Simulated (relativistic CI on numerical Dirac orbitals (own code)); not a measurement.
Radial Dirac CI calculation of Fe⁵⁺.

Command:

```sh
python run_levels.py task.json out
```

Input:

```
atom Fe  Z=26  charge=5  electrons=21
nucleus A=56  rms_radius_fm=3.7377
hamiltonian dirac-coulomb  breit=on  qed=on  c_scale=1
orbitals kli  potential=per-configuration
slater_scale 1
correlation none
mixing on
grid step=0.0125 r_max=17.1
scf mixing=0.4 start=green max_iterations=150 tolerance=2e-08 node_fill=0.05
configurations
  [Ar] 3d3
end
```

Output:

```
SCF 1: [Ar] 3d3
 iter      energy (Ha)   residual   last orbital (Ha)
    1     -1252.687889   2.25e+00     -6.96048
    2     -1262.518853   1.02e+00     -4.81626
    3     -1264.836495   7.12e-02     -3.53007
    4     -1264.865895   5.16e-02     -3.65154
    5     -1264.870404   8.94e-03     -3.61130
    6     -1264.870472   3.53e-04     -3.59397
    7     -1264.870470   4.91e-05     -3.59297
    8     -1264.870473   1.26e-06     -3.59305
    9     -1264.870473   1.76e-06     -3.59306
   10     -1264.870473   1.53e-08     -3.59305
orbital energies (Ha): 2s -33.8791  2p1/2 -29.7289  2p3/2 -29.2708  3s -6.9140  3p1/2 -5.6722  3p3/2 -5.6102  3d3/2 -3.6012  3d5/2 -3.5931
configuration averages (Ha): Dirac-Coulomb, Breit, QED
  3d3                          -1264.870473    0.468287    0.313061
levels: no., configuration, term, J, E (cm-1), weight
   1 3d3                    4F   3/2              0.0  1.00
   2 3d3                    4F   5/2            492.0  1.00
   3 3d3                    4F   7/2           1149.2  1.00
   4 3d3                    4F   9/2           1947.3  1.00
   5 3d3                    4P   1/2          22881.7  0.99
   6 3d3                    4P   3/2          23091.8  0.98
   7 3d3                    2G   7/2          23463.2  1.00
   8 3d3                    4P   5/2          23735.2  1.00
   9 3d3                    2G   9/2          24129.5  0.98
  10 3d3                    2H   9/2          31065.1  0.98
  11 3d3                    2P   1/2          31066.9  0.99
  12 3d3                    2P   3/2          31190.6  0.80
  13 3d3                    2H   11/2         31527.7  1.00
  14 3d3                    2D   3/2          34162.8  0.81
lowest total energy -1264.223871 Ha
end: converged
```
